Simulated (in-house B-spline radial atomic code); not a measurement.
Configurations of Er+, with energies counted from [Xe] 4f12 6s1. Computed with a radial B-spline atomic code at the basis-set limit: scalar-relativistic (X2C) PBE0, spin-polarised, spherical fractional occupations, exact exchange averaged over the configuration, Fermi nucleus of rms radius 5.2516 fm. Shells without spins written out take the highest spin.

Occupations are held fixed; configurations that lie above the ionisation limit could autoionise.

| configuration | E - E(ref) (eV) | highest orbital | its <r> (bohr) |
| --- | --- | --- | --- |
| [Xe] 4f12 5d1 | 2.4453 | 5d up | 2.936 |
| [Xe] 4f13 | 3.9668 | 4f down | 0.9172 |
| [Xe] 4f12 7s1 | 6.2459 | 7s up | 7.564 |
| [Xe] 4f11 6s1 6d1 | 10.371 | 6d up | 6.806 |
| [Xe] 4f11 6s1 7p1 | 10.756 | 7p up | 8.61 |
| [Kr] 4d10 4f12 5s2 5p5 6s1 7f1 | 36.652 | 7f up | 21.24 |

Question: Order these further configurations by energy, lowest first.
A. [Xe] 4f12 6f1
B. [Kr] 4d9 4f12 5s2 5p6 5d1 6s1
C. [Kr] 4d10 4f13 5s2 5p5 6s1
D. [Kr] 4d9 4f12 5s2 5p6 6s1 6f1
E. [Kr] 4d9 4f12 5s2 5p6 6s1 6d1

Answer: A (9.5395 eV), C (25.595 eV), B (168.11 eV), E (175.7 eV), D (178.34 eV).

Question: How far above the reference does [Kr] 4d10 4f12 5s2 5p5 6s1 7p1 lie?

Answer: 33.662 eV; its least bound orbital is 7p up with <r> = 8.638 bohr.
